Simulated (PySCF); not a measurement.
GeH2Br2, SMILES [Br][GeH2][Br]. Coordinates come from a B3LYP-D3(BJ)/def2-SVP optimisation.

Method: B3LYP-D3(BJ)/def2-SVP (PySCF).

Harmonic wavenumbers (cm⁻¹): 97, 289, 318, 480, 633, 761, 848, 2152, 2171. Rotational constants (GHz): 5.120, 0.8751, 0.7549; symmetry number 2.

Problem. Work out the zero-point energy and the ideal-gas rigid-rotor harmonic-oscillator thermochemistry at 298.15 K and 1 atm.

Solution. ZPE = ½ Σ hcν = ½ × 7749 cm⁻¹ = 11.08 kcal/mol. H − E(el) = 14.77 kcal/mol. Entropy in cal/(mol K): translation 42.26, rotation 27.57, vibration 7.83, total 77.65. G − E(el) = -8.38 kcal/mol. Cp = 16.80 cal/(mol K). Modes under 150 cm⁻¹ make the vibrational entropy uncertain.
